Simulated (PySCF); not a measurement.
## Bonding in `C/C=C(/CC)C[SiH3]`

Species: C6H14Si.
SMILES with atom numbers: `[CH3:1]/[CH:2]=[C:3](/[CH2:4][CH3:5])[CH2:6][SiH3:7]` (hydrogens: H8, H9, H10 on C1; H11 on C2; H12, H13 on C4; H14, H15, H16 on C5; H17, H18 on C6; H19, H20, H21 on Si7)

Cartesian coordinates in Å at the GFN2-xTB level; atoms count from 1:
```xyz
21
C6H14Si angstrom
C     -1.5695    1.9692   -0.4305
C     -0.2702    1.4648    0.1099
C      0.1957    0.2217    0.0527
C      1.5382   -0.1224    0.6432
C      2.6258   -0.1652   -0.4314
C     -0.5362   -0.9251   -0.5711
Si    -1.7005   -1.7694    0.6827
H     -1.3899    2.6664   -1.2507
H     -2.1081    2.5105    0.3470
H     -2.2035    1.1647   -0.7897
H      0.3385    2.2252    0.5843
H      1.4787   -1.0975    1.1329
H      1.8147    0.6187    1.3960
H      2.3848   -0.8986   -1.1977
H      3.5850   -0.4304    0.0074
H      2.7194    0.8076   -0.9087
H      0.1844   -1.6590   -0.9341
H     -1.1106   -0.5932   -1.4359
H     -2.6768   -0.8032    1.1839
H     -2.3896   -2.8716    0.0057
H     -0.9192   -2.2962    1.8036
```

Bond orders from the PBE0/pcSseg-1 density (PySCF). Geometry: GFN2-xTB, one conformer, isolated molecule.

How far do the computed orders between heavy atoms stray from the drawn ones?

The largest departure is 0.130, at C2–C3 (drawn double, 1.870).

Set the Mayer orders of the bonds beside their lengths.

| bond | drawn as | length (Å) | Mayer order |
| --- | --- | --- | --- |
| C1–C2 | single | 1.495 | 1.085 |
| C2–C3 | double | 1.329 | 1.870 |
| C3–C4 | single | 1.506 | 1.047 |
| C4–C5 | single | 1.530 | 1.037 |
| C3–C6 | single | 1.497 | 1.030 |
| C6–Si7 | single | 1.908 | 0.897 |
| C1–H8 | single | 1.091 | 0.950 |
| C1–H9 | single | 1.090 | 0.951 |
| C1–H10 | single | 1.085 | 0.958 |
| C2–H11 | single | 1.083 | 0.951 |
| C4–H12 | single | 1.093 | 0.941 |
| C4–H13 | single | 1.092 | 0.953 |
| C5–H14 | single | 1.088 | 0.964 |
| C5–H15 | single | 1.088 | 0.969 |
| C5–H16 | single | 1.088 | 0.968 |
| C6–H17 | single | 1.091 | 0.934 |
| C6–H18 | single | 1.090 | 0.938 |
| Si7–H19 | single | 1.462 | 0.947 |
| Si7–H20 | single | 1.466 | 0.934 |
| Si7–H21 | single | 1.464 | 0.945 |

Bonds between the same two heavy elements. C–C: lowest C3–C6 (1.030, 1.497 Å), highest C2–C3 (1.870, 1.329 Å).

Sum the orders of all bonds at each heavy atom with more than one neighbour and set the sums beside the valence in the SMILES.

C1 3.944 (drawn 4), C2 3.906 (drawn 4), C3 3.947 (drawn 4), C4 3.978 (drawn 4), C5 3.938 (drawn 4), C6 3.799 (drawn 4), Si7 3.723 (drawn 4). Orders between atoms that aren't bonded are not in these sums.

The Mayer order sums products of elements of PS (density times overlap matrix) between the two atoms' basis functions, so it depends on the basis set.
